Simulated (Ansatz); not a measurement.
A nudged elastic band was laid between two geometries of ClH3O2Sn + H2S (10 atoms, charge 0, multiplicity 1).

Method: RHF/def2-SVP (Ansatz 0.2.0).

- movable images: 5
- climbing image: yes
- spring: 5.0 eV/Å²
- optimiser: quadratic models (default)
- start path: through a guess of the saddle point
- force threshold: 0.03 eV/Å
- iteration limit: 60
- end points: relaxed

Image 0:

```xyz
10
Properties=species:S:1:pos:R:3
Sn 0.507 -0.272 0.009
H 0.699 -0.307 1.685
O 2.244 -0.183 -0.848
H 2.278 0.075 -1.757
O -0.489 1.229 -0.715
H -1.392 1.316 -0.445
Cl -0.566 -2.246 -0.695
S -3.486 -0.008 1.130
H -3.314 -1.221 0.600
H -3.151 -0.385 2.366
```

Image 6:

```xyz
10
Properties=species:S:1:pos:R:3
Sn -0.952 -0.290 -0.722
H 0.702 -0.212 3.261
O 0.487 -0.489 0.559
H 1.311 -0.070 0.355
O -0.592 1.417 -1.573
H -1.151 1.719 -2.274
Cl -0.822 -1.982 -2.330
S -3.094 -0.435 0.320
H -3.387 -1.609 -0.248
H 0.826 -0.052 3.981
```

(1) Which bonds break or form, and what moves?

(2) Give the energies along the band, and the barrier.

(3) What is the geometry of the highest image?

Answers

(1) Bonds broken: Sn1–H2, S8–H10. Bonds formed: Sn1–S8, H2–H10. ClH3O2Sn + H2S becomes ClH3O2SSn + H2.

(2) The forces met the threshold. The highest image is number 3 of 0 to 6, 2.70 eV above the first end and 2.71 eV above the last; the last end lies 0.01 eV below the first. Neighbouring images differ by up to 2.4 eV, so the band resolves the path poorly. A vibrational analysis at the climbing image gives 2 clearly imaginary modes (1842i, 57i cm⁻¹): a point of higher order, so a lower path passes nearby. The orbitals stay closed-shell, which can raise the energy where a bond breaks towards radicals; this wasn't checked here.

| image | path coordinate (Å) | energy (eV) | Sn1–H2 (Å) | S8–H10 (Å) | Sn1–S8 (Å) |
| --- | --- | --- | --- | --- | --- |
| 0 | 0.00 | 0.00 | 1.69 | 1.33 | 4.16 |
| 1 | 1.19 | 0.03 | 1.68 | 1.33 | 3.81 |
| 2 | 2.39 | 0.34 | 1.69 | 1.34 | 3.40 |
| 3 | 3.58 | 2.70 | 1.94 | 1.72 | 2.73 |
| 4 | 5.27 | 0.34 | 2.99 | 2.71 | 2.41 |
| 5 | 6.97 | 0.01 | 3.72 | 3.82 | 2.39 |
| 6 | 8.67 | -0.01 | 4.31 | 5.38 | 2.39 |

(3) 
```xyz
10
Properties=species:S:1:pos:R:3
Sn -0.310 -0.143 -0.150
H -0.157 -0.346 1.770
O 1.636 -0.172 -0.140
H 2.068 -0.603 -0.863
O -0.706 1.617 -0.843
H -1.621 1.859 -0.878
Cl -0.781 -2.041 -1.436
S -2.720 -0.252 1.123
H -2.933 -1.560 0.943
H -1.146 -0.363 1.804
```

The run took 3.8 min on 2 threads of Intel(R) Xeon(R) 6975P-C (Granite Rapids) (shared host), peak memory 0.31 GiB.
